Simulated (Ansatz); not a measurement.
Computed with Ansatz on PBE0-D4/def2-TZVP structures; ΔE is electronic, products minus reactants. CCSD(T)/CBS is the MP2 limit (def2-TZVPP, def2-QZVPP) plus CCSD(T) − MP2 in def2-TZVPP, frozen cores. DFT in def2-TZVPP. One conformer a species, not always the lowest.

Consider the isomerisation: `B[SiH](N)[SiH2]F` → `B[SiH2]N[SiH2]F`.

**Question.** Is it downhill or uphill in electronic energy at CCSD(T)/CBS, and by how much? (Estimate.)

**Answer.** Ansatz gave: Downhill: ΔE = -83.2 kJ/mol.

**Question.** What do these levels give: PBE-D4, ωB97X-V, ωB97M-V, B2PLYP, r2SCAN, PBE0, HF/def2-TZVPP, SCS-MP2/def2-TZVPP, MP2/def2-QZVPP, SCS-MP2/def2-QZVPP, MP2/CBS(def2), CCSD/CBS(def2)? (Estimate.)

**Answer.** Computed: PBE-D4 -62.8, ωB97X-V -81.4, ωB97M-V -89.2, B2PLYP -81.0, r2SCAN -77.8, PBE0 -67.2, HF/def2-TZVPP -79.3, SCS-MP2/def2-TZVPP -91.1, MP2/def2-QZVPP -92.4, SCS-MP2/def2-QZVPP -90.0, MP2/CBS(def2) -91.2, CCSD/CBS(def2) -81.9 kJ/mol.

Largest T1 diagnostic among the species: 0.013.

From PBE to PBE0 (25 % exact exchange), in def2-TZVPP and without D4, ΔE moves by −7.4 kJ/mol. The D4 term adds −5.0 kJ/mol with B3LYP and −2.2 kJ/mol with PBE0; it sums over pairs of atoms, weighted by their polarisabilities, and B3LYP, whose exchange is more repulsive, gets the larger term.

B3LYP here is the variant with VWN-RPA as its local correlation; programs differ in this.
